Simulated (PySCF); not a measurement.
Te(SMe)(OSiH3) (CH6OSSiTe), SMILES CS[Te]O[SiH3].

The structure is a stationary point at r2SCAN-D4/def2-SVP. The structure was generated by enumeration, and PubChem lists no compound with its InChIKey, so it may never have been made. The def2 effective core potentials stand for the cores of Te; spin–orbit coupling is left out. One conformer was computed; it need not be the lowest.

Two levels are set side by side: PBE/def2-TZVP (PySCF) and M06-2X/def2-TZVP (PySCF). Same geometry, gas phase. Differences are taken from unrounded values.

| quantity | M06-2X |
|---|---|
| orbital gap (eV) | 6.69 |
| highest occupied level (eV) | -7.63 |
| lowest empty level (eV) | -0.94 |
| dipole moment (D) | 1.78 |
| mean polarisability (bohr³) | 98.9 |

**Question.** What does PBE give, and how far is it from M06-2X? (An estimate is asked for; the answer gives what the named calculation found.)

**Answer.** 
```csv
quantity,PBE,PBE minus M06-2X
orbital gap (eV),2.63,-4.06
highest occupied level (eV),-5.36,2.27
lowest empty level (eV),-2.73,-1.79
dipole moment (D),1.79,0.01
mean polarisability (bohr³),104.9,6.0
```

Without exact exchange PBE keeps part of each electron's self-repulsion, which lifts occupied levels and narrows the gap. PBE's more diffuse valence density responds more strongly to a field. Differences between two approximate levels are no errors against the true value.

Rough cost on one machine, each run with all the roots and properties that it gave: M06-2X against PBE about 3 times.
